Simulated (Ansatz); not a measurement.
Ansatz (a first-principles code) input (CCSD(T)/6-31G):

Ansatz 0.2 input:
```yaml
crystal:
  periodic: [false, false, false]
  atoms:
    - {symbol: Ti, position_ang: [-0.00000000, -0.00000000, -0.42998028]}
    - {symbol: O, position_ang: [0.00000000, 0.00000000, 1.18244578]}
basis:
  gaussian:
    orbitals: 6-31G
magnetization: {spin_polarized: true, initial_magnetization: 2}
correlation: {method: ccsd_t, electrons: outside_noble_gas}
```

End of the output:

```
mean field evaluation 576: about -25118.5641 eV, gradient 4.7e0 eV
mean field evaluation 608: about -25115.6271 eV, gradient 1.9e1 eV
mean field evaluation 640: about -25118.2143 eV, gradient 3.3e-2 eV
mean field evaluation 672: about -25117.8356 eV, gradient 3.9e-1 eV
mean field evaluation 704: about -25117.8229 eV, gradient 2.4e-1 eV
mean field evaluation 736: about -25118.4797 eV, gradient 7.7e-4 eV
mean field evaluation 768: about -25117.8910 eV, gradient 1.5e-3 eV
mean field evaluation 800: about -25117.6035 eV, gradient 3.1e-2 eV
mean field evaluation 832: about -25117.6037 eV, gradient 3.3e-2 eV
mean field evaluation 864: about -25117.2704 eV, gradient 7.1e0 eV
mean field evaluation 896: about -25117.6013 eV, gradient 1.2e-1 eV
mean field evaluation 928: about -25117.6037 eV, gradient 5.8e-2 eV
mean field evaluation 960: about -25113.9379 eV, gradient 2.0e1 eV
mean field evaluation 992: about -25118.2146 eV, gradient 8.6e-4 eV
mean field -25120.83706065 eV, -923.1737344641 hartree, gradient 8.8e-6 eV, S^2 2.108212; 18 other end points of the search recorded, 0 dependent functions left out
determinant -25120.83706065 eV, -923.1737344641 hartree, with singles and doubles -25126.37103264 eV, -923.3771041835 hartree
determinant -25119.24333382 eV, -923.1151660834 hartree, with singles and doubles -25124.86757870 eV, -923.3218532704 hartree
determinant -25118.70873586 eV, -923.0955199704 hartree, with singles and doubles -25124.14912816 eV, -923.2954507000 hartree
determinant -25118.70243495 eV, -923.0952884165 hartree, with singles and doubles -25123.90031968 eV, -923.2863071568 hartree
determinant -25118.67648611 eV, -923.0943348139 hartree, with singles and doubles -25124.14732698 eV, -923.2953845077 hartree
determinant -25118.47966382 eV, -923.0871017284 hartree, with singles and doubles -25121.81798679 eV, -923.2097828346 hartree
determinant -25118.28526167 eV, -923.0799575810 hartree, with singles and doubles -25121.59243927 eV, -923.2014941162 hartree
determinant -25118.21461424 eV, -923.0773613359 hartree, with singles and doubles -25121.61421433 eV, -923.2022943348 hartree
determinant -25118.14653500 eV, -923.0748594701 hartree, with singles and doubles -25122.25981374 eV, -923.2260196755 hartree
determinant -25117.89102028 eV, -923.0654694774 hartree, with singles and doubles -25121.41306651 eV, -923.1949022890 hartree
determinant -25117.79825444 eV, -923.0620603956 hartree, with singles and doubles -25121.41077892 eV, -923.1948182215 hartree
determinant -25117.59799476 eV, -923.0547009879 hartree, with singles and doubles -25121.09560831 eV, -923.1832359152 hartree
determinant -25117.54626514 eV, -923.0527999595 hartree, with singles and doubles -25120.86120556 eV, -923.1746217732 hartree
10 core orbitals not correlated
reference -25120.83706065 eV, -923.1737344641 hartree; 6, 4 occupied and 22, 24 virtual orbitals, 480 factors
second order -6.03801660 eV of doubles, -0.00000000 eV of singles
coupled cluster: 0.08 GiB planned
cycle   1  -5.53770601 eV  change   -3.7e-3 eV  update   3.8e-3
cycle   2  -5.53926733 eV  change   -1.6e-3 eV  update   2.8e-3
cycle   3  -5.54112914 eV  change   -1.9e-3 eV  update   1.9e-3
cycle   4  -5.54389282 eV  change   -2.8e-3 eV  update   5.4e-4
cycle   5  -5.54416097 eV  change   -2.7e-4 eV  update   2.9e-4
cycle   6  -5.54440057 eV  change   -2.4e-4 eV  update   1.3e-4
cycle   7  -5.54428815 eV  change    1.1e-4 eV  update   6.3e-5
cycle   8  -5.54434123 eV  change   -5.3e-5 eV  update   3.3e-5
cycle   9  -5.54430708 eV  change    3.4e-5 eV  update   1.3e-5
cycle  10  -5.54430160 eV  change    5.5e-6 eV  update   4.3e-6
coupled cluster: 0.08 GiB planned
perturbative correction -0.52642575 eV, -0.0193457893 hartree
Total energy: -25126.90778800 eV, -923.3968295791 hartree
```

The spin state was set by rule; other spins were not relaxed.

The determinant is spin-contaminated: <S^2> is 2.11 against 2.00 for a pure state.
